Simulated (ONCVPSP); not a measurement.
lithium (Li): one change to an ONCV potential, before and after

```json
{"Element": "lithium", "Generator": "ONCVPSP 4.0.1", "Type": "optimised norm-conserving Vanderbilt (ONCV)", "Functional": "PBE", "Relativity": "scalar-relativistic", "Frozen core": "none", "Valence charge": "3", "Reference configuration": "1s2 2s0.75 2p0.25", "Partial waves": "1s+2s: rc 1.00 bohr, ncon 5, nbas 8, qcut 15.6 1/bohr, 2 projectors; 2p: rc 4.00 bohr, ncon 3, nbas 6, qcut 1.9 1/bohr, 3 projectors, debl 0.8 Ha; d scattering state at 0.04 Ha: rc 4.40 bohr, ncon 4, nbas 7, qcut 2.1 1/bohr, 2 projectors, debl 2.8 Ha", "Local potential": "polynomial inside 0.70 bohr (lpopt 5, dvloc0 0 Ha)", "Core correction": "none"}
```

Change: s: qcut 20.5; p: qcut 2.5; d: qcut 2.8.

Cutoffs: the cutoffs (Ha) at which the residual kinetic energy of the hardest occupied pseudo-wave falls to 1 and 0.1 mHa per electron; they do not see the model core or the augmentation charge, which bear on the density cutoff. Errors are all-electron minus pseudo energies relative to the spin-unpolarised reference configuration.

**Question.** How do hardness, ghosts and transferability respond?

**Answer.** The potential gets neither clearly harder nor softer (69 Ha and 84 Ha → 67 Ha and 80 Ha); the lowest positive-energy flag moves from none to d at 11.7 eV; of the 4 tests that both files solve, the error grows in 0 and shrinks in 3 by more than 15 % and 0.3 meV (median size 6.4 → 4.2 meV); neither file shows a bound ghost.

```tsv
quantity	base	changed
cutoff, loose	69 Ha	67 Ha
cutoff, tight	84 Ha	80 Ha
loose cutoff by channel	s 69 Ha, p 1.3 Ha	s 67 Ha, p 1.5 Ha
bound ghosts	none	none
GHOST(+) flags under 300 eV	none	d at 11.7 eV
error for 1s2 2s1 2p0, meV [ΔE -0.45 eV]	-1.1	-0.7
error for 1s2 2s0 2p0, meV [ΔE 4.85 eV]	+9.7	+6.4
error for 1s2 2s0.5 2p0, meV [ΔE 1.60 eV]	+3.1	+2.0
error for 1s1 2s1 2p0, meV [ΔE 67.96 eV]	+348	+337
s: phases at 1.01 bohr within 0.05 rad from the reference energy up to (Ha; the scan ends near 5)	to the end of the scan	to the end of the scan
p: phases at 4.07 bohr within 0.05 rad from the reference energy up to (Ha; the scan ends near 5)	3.6	3.3
d: phases at 4.47 bohr within 0.05 rad from the reference energy up to (Ha; the scan ends near 5)	0.6	0.3
```
